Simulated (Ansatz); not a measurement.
`C[CH2][Sb]([SiH3])[CH](C)C`. Charge 0, multiplicity 1. Correlated methods include outer-core shells of Sb, which these sets cover unevenly. Sb: def2 effective core potential.

Cartesian coordinates in Å:
```
C -1.914 1.585 -2.000
C -0.817 0.600 -1.638
Sb -1.082 -0.289 0.334
Si -0.513 1.900 1.552
C 0.967 -1.054 0.483
C 1.159 -2.189 -0.507
C 1.274 -1.483 1.906
H -2.902 1.119 -1.961
H -1.931 2.440 -1.321
H -1.777 1.975 -3.013
H -0.796 -0.235 -2.342
H 0.168 1.072 -1.657
H -1.609 2.897 1.407
H -0.304 1.661 3.007
H 0.735 2.499 0.995
H 1.612 -0.214 0.205
H 0.486 -3.024 -0.290
H 0.980 -1.875 -1.538
H 2.184 -2.576 -0.455
H 1.181 -0.659 2.618
H 2.297 -1.870 1.980
H 0.601 -2.282 2.235
```

Problem. Give the diagnostics of a CCSD(T)/def2-TZVPP run (frozen core, Ansatz). (Estimate.)

Solution. Ansatz gave: T1 = 0.0115, largest single amplitude 0.016, largest double 0.034, (T) share of the correlation energy 3.7 %, 9 CCSD cycles. The RHF solution is stable towards an unrestricted one. T1 lies under the customary mark of 0.02 for closed shells.
